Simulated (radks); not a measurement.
Task: Sb+, 50 electrons, occupied as [Kr] 4d10 5s2 5p1 6d1 (not the ground configuration). Calculated with a radial shooting solver on a logarithmic mesh with Libxc functionals: scalar-relativistic Kohn-Sham, PBEsol, spin-polarised, spherical densities, finite nucleus; open shells are filled with parallel spins first (spin-orbit coupling, left out, can overturn this in heavy ions); Fermi nuclear charge, rms radius 4.6802 fm. Some entries of the table are withheld. Estimate them.

| orbital | occ. | eigenvalue (eV) | <1/r> (bohr^-1) |
|---|---|---|---|
| 1s up | 1 | -30303.24 | 54.30 |
| 1s down | 1 | -30303.21 | 54.30 |
| 2s up | 1 | -4624.316 | 12.41 |
| 2s down | 1 | -4624.301 | 12.41 |
| 2p up | 3 | -4153.925 | 11.91 |
| 2p down | 3 | -4153.900 | 11.91 |
| 3s up | 1 | -918.4117 | 4.420 |
| 3s down | 1 | -918.3852 | 4.420 |
| 3p up | 3 | -765.0650 | 4.207 |
| 3p down | 3 | -765.0351 | 4.207 |
| 3d up | 5 | -530.8251 | 3.976 |
| 3d down | 5 | -530.7965 | 3.976 |
| 4s up | 1 | -163.5583 | 1.759 |
| 4s down | 1 | -163.4957 | 1.759 |
| 4p up | 3 | -116.5731 | 1.602 |
| 4p down | 3 | -116.5048 | 1.602 |
| 4d up | 5 | -48.3522 | 1.296 |
| 4d down | 5 | -48.2074 | 1.299 |
| 5s up | 1 | (1) | (2) |
| 5s down | 1 | (3) | (4) |
| 5p up | 1 | (5) | 0.5107 |
| 5p down | 0 | (6) | 0.5114 |
| 6d up | 1 | -3.1280 | 0.1403 |

Result: 
(1) 5s up eigenvalue (eV): -26.4997
(2) 5s up <1/r> (bohr^-1): 0.6165
(3) 5s down eigenvalue (eV): -25.5190
(4) 5s down <1/r> (bohr^-1): 0.6222
(5) 5p up eigenvalue (eV): -17.2261
(6) 5p down eigenvalue (eV): -16.1405
